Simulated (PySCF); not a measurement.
# Computed structure and properties of [Dy(OH)4]−

System: [Dy(OH)4]− (singlet in the valence; each metal's 4f electrons, 9 of them, lie in its core potential, out of spins and levels); start: template (S4). Method: PySCF 2.14.0, RKS r2SCAN, Dy lcecp-1-SVP with ECP55, O def2-SVP, H def2-SVP; non-relativistic Hamiltonian with scalar-relativistic core potentials where named; density fitting; no spin-orbit coupling.

Input of the relaxation:

```python
mol = gto.M(atom='''
Dy     0.00000    -0.00000     0.00000
O      1.24350     1.24350     1.24350
H      2.01060     1.51560     1.76310
O     -1.24350    -1.24350     1.24350
H     -2.01060    -1.51560     1.76310
O      1.24350    -1.24350    -1.24350
H      1.51560    -2.01060    -1.76310
O     -1.24350     1.24350    -1.24350
H     -1.51560     2.01060    -1.76310''',
    basis={'Dy': 'lcecp-1-SVP', 'O': 'def2-SVP', 'H': 'def2-SVP'},
    ecp={'Dy': 'lcecp-1-SVP'},
    charge=-1, spin=0)
mf = dft.RKS(mol, xc='R2SCAN')
mf.grids.atom_grid = (50, 194)  # f atoms: unpruned, at least (60, 302)
mf = mf.density_fit()  # fitting sets: Dy AutoAux, O def2-universal-JKFIT, H def2-universal-JKFIT
mf.conv_tol = 1e-08; mf.max_cycle = 55
mf.kernel(dm0)  # dm0: converged density of the start geometry
# quasi-Newton relaxation in Cartesian coordinates to a largest gradient under 0.00045 Eh/bohr, steps kept in the point group
```

Run from Python with OMP_NUM_THREADS=2; the lines above give its settings. Where DIIS fails, smearing, a level shift and second-order steps follow.
It took 120 s on 2 threads of Arm Neoverse V1, on a shared host, from the converged density of the start.

Course of the relaxation:

```
step  energy above end (eV)  largest force component within the symmetry (eV/Å)
   0                 0.0599                                               0.360
   1                 0.0247                                               0.149
   2                 0.0166                                               0.021
   3                 0.0163                                               0.018
   4                 0.0144                                               0.057
   5                 0.0134                                               0.060
   6                 0.0121                                               0.022
   7                 0.0114                                               0.031
  12                 0.0010                                               0.077
  13                 0.0003                                               0.010
  14                 0.0002                                               0.036
  15                 0.0001                                               0.020
  16                 0.0000                                               0.009
  17                 0.0000                                               0.005
```
(The steps between are left out.)

Relaxed geometry (S4, nearly Td):

```xyz
9

Dy    0.0000    0.0000    0.0000
O     1.3435    1.0814    1.2249
H     1.9199    1.6053    1.7790
O    -1.3435   -1.0814    1.2249
H    -1.9199   -1.6053    1.7790
O     1.0814   -1.3435   -1.2249
H     1.6053   -1.9199   -1.7790
O    -1.0814    1.3435   -1.2249
H    -1.6053    1.9199   -1.7790
```

```csv
contact,Å
Dy1–O2 (OH),2.115
Dy1–O4 (OH),2.115
Dy1–O6 (OH),2.115
Dy1–O8 (OH),2.115
```

On the finer grid (75, 302):

| Item | Value |
| --- | --- |
| HOMO | -0.99 eV |
| LUMO | 4.19 eV |
| Dipole about the centre of mass | 0.00 D |
| Set of Mulliken populations of Dy1 outside the core potential | s 2.18, p 6.50, d 1.49, f 0.08 |
| D3(BJ) dispersion energy (not in the energies) | -0.038 eV |

```csv
atom,Mulliken (e),Löwdin (e),spin (e)
Dy1,0.75,0.22,0.00
O2,-0.56,-0.35,0.00
H3,0.13,0.04,0.00
O4,-0.56,-0.35,0.00
H5,0.13,0.04,0.00
O6,-0.56,-0.35,0.00
H7,0.13,0.04,0.00
O8,-0.56,-0.35,0.00
H9,0.13,0.04,0.00
```

The 4f levels lie in the core potential and are missing. Their spin isn't counted.

No frequency check is given for this geometry.

Taking off one OH (charge -1, singlet; the rest: singlet) in vacuum, both parts rigid, costs 5.70 eV; the small basis without counterpoise inflates it.

Rigid scan of OH along the line from its metal:

| distance to O2 (Å) | energy (eV) |
| --- | --- |
| 1.82 | 1.106 |
| 1.92 | 0.420 |
| 2.02 | 0.091 |
| 2.12 | 0.000 |
| 2.22 | 0.066 |
| 2.32 | 0.229 |
| 2.52 | 0.707 |
| 2.82 | 1.517 |
| 3.22 | 2.475 |
| 3.72 | 3.379 |

One start shape was tried, so this needn't be the lowest isomer.

An lcecp potential fixes the number of 4f electrons, so in runs with it no electron can move into or out of that shell.
